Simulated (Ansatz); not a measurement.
Born–Oppenheimer molecular dynamics of GeH4O2 (7 atoms, charge 0, multiplicity 1). It starts at the highest image of a converged band, a first-order saddle point between two minima.

The calculation used Ansatz 0.2.0, RKS BLYP/def2-SVP.

```json
{
  "ensemble": "NVE (velocity Verlet)",
  "time step": "0.5 fs",
  "steps asked": "200",
  "starting velocities drawn for": "100 K",
  "seed": "10196"
}
```

First frame:

```xyz
7
Properties=species:S:1:pos:R:3
Ge -0.016 -0.518 0.687
O 0.179 1.057 -0.671
O 0.679 -1.304 -0.676
H 0.534 0.095 -1.137
H 0.827 -0.066 1.917
H -1.549 -0.595 0.994
H -0.653 1.331 -1.114
```

(1) How far do the bonds stretch over the last three quarters of this one trajectory? (Pairs bonded in most of those frames.)

Answers

(1) 
```csv
bond,mean (Å),spread (Å),shortest,longest
Ge1–O3,1.677,0.012,1.66,1.70
Ge1–H5,1.564,0.011,1.55,1.58
Ge1–H6,1.567,0.013,1.55,1.59
O2–H4,0.993,0.011,0.98,1.02
O2–H7,0.981,0.001,0.98,0.98
```

Mean temperature of the second half: 128 K. The conserved energy stayed within 0.0087 meV per atom of its start (net change 0.0013 meV per atom), so the integration is sound. A run of 0.1 ps of so small a system gives no equilibrium averages. The orbitals stay closed-shell, which can raise the energy where a bond breaks towards radicals; this wasn't checked here.

Run time: 3.2 min on 2 threads of Arm Neoverse V1, on a shared host, peak memory 0.14 GiB.
